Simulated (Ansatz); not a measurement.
Two isomers of C3H6O2Si: A = `C=C(O)[SiH2]C=O`, B = `C=COC(=O)[SiH3]`.

Calculated with Ansatz (gas phase, PBE0-D4/def2-TZVP geometries, no zero-point term in ΔE). CCSD(T)/CBS is the MP2 limit (def2-TZVPP, def2-QZVPP) plus CCSD(T) − MP2 in def2-TZVPP, frozen cores. Functionals use def2-TZVPP. B3LYP here is the variant with VWN-RPA as its local correlation; programs differ in this. One conformer a species, not always the lowest.

(1) Which is lower in electronic energy at CCSD(T)/CBS, and by how much? (An estimate is asked.)

(2) Give E(B) − E(A) in kJ/mol with PBE0-D4, B2PLYP, MP2/def2-TZVPP, CCSD/def2-TZVPP, CCSD(T)/def2-TZVPP, B3LYP, r2SCAN-D4. (Estimate.)

Largest T1 diagnostic: 0.016.

Answers

(1) Computed: B, by 39.2 kJ/mol.

(2) Computed: PBE0-D4 -44.5, B2PLYP -46.9, MP2/def2-TZVPP -41.9, CCSD/def2-TZVPP -40.7, CCSD(T)/def2-TZVPP -42.6, B3LYP -48.1, r2SCAN-D4 -51.0. None reverses the order clearly.

In def2-TZVPP, CCSD(T) changes the Hartree–Fock value by +6.4 kJ/mol (the triples alone add −1.8 kJ/mol) and MP2 by +7.0 kJ/mol.
